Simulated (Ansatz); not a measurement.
Start from `C[SiH2]F` and change one atom or group to get `C[SiH](F)[GeH3]`.

Ansatz, PBE0-D4/def2-TZVP geometries, multiplicity 1. 

Scalar relativity is left out up to krypton.

```
                                      property  `C[SiH2]F`
             HOMO energy (PBE/def2-TZVPP) / eV       -7.82
size of the dipole moment (PBE/def2-TZVPP) / D        1.67
            LUMO energy (PBE0/def2-TZVPP) / eV        0.49
          HOMO–LUMO gap (PBE0/def2-TZVPP) / eV        9.73
         HOMO energy (ωB97M-V/def2-TZVPP) / eV      -11.51
            HOMO energy (PBE0/def2-TZVPP) / eV       -9.24
```

(1) Give the same properties after the change, and the shifts. (Best estimate.)

Results:

(1) Ansatz gave: 
```tsv
property	`C[SiH](F)[GeH3]`	shift
HOMO energy (PBE/def2-TZVPP) / eV	-6.84	0.98
size of the dipole moment (PBE/def2-TZVPP) / D	1.58	-0.09
LUMO energy (PBE0/def2-TZVPP) / eV	-0.06	-0.55
HOMO–LUMO gap (PBE0/def2-TZVPP) / eV	7.94	-1.79
HOMO energy (ωB97M-V/def2-TZVPP) / eV	-10.06	1.45
HOMO energy (PBE0/def2-TZVPP) / eV	-8.01	1.23
```

With PBE0 the HOMO rises by 1.23 eV and the LUMO falls by 0.55 eV, so the gap narrows by about 1.78 eV. PBE moves the HOMO by 0.98 eV and ωB97M-V by 1.45 eV. The zero-point energy changes by 40.3 kJ/mol with +9 modes. Dipoles are sizes alone; their direction can turn.
